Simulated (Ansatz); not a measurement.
A run for Ansatz (an electronic-structure program): R-wB97X-V/def2-TZVPP on CH3 (SMILES [CH3+]). Charge +1.

Ansatz 0.2 input:
```yaml
crystal:
  periodic: [false, false, false]
  atoms:
    - {symbol: C, position_ang: [-0.00000000, -0.00000000, 0.00000000]}
    - {symbol: H, position_ang: [1.03191161, -0.34102250, 0.10387393]}
    - {symbol: H, position_ang: [-0.81007497, -0.72766296, -0.07882187]}
    - {symbol: H, position_ang: [-0.22183665, 1.06868546, -0.02505207]}
basis:
  gaussian:
    orbitals: def2-TZVPP
hamiltonian:
  xc: {name: wB97X-V}
total_charge: 1
accuracy: high
relax: {f_tol: 0.0005, max_steps: 60}
scf: {lower_state_search: off}
output: {forces: true}
```

Question: Predict the final total energy.

Answer: -39.4801 hartree.
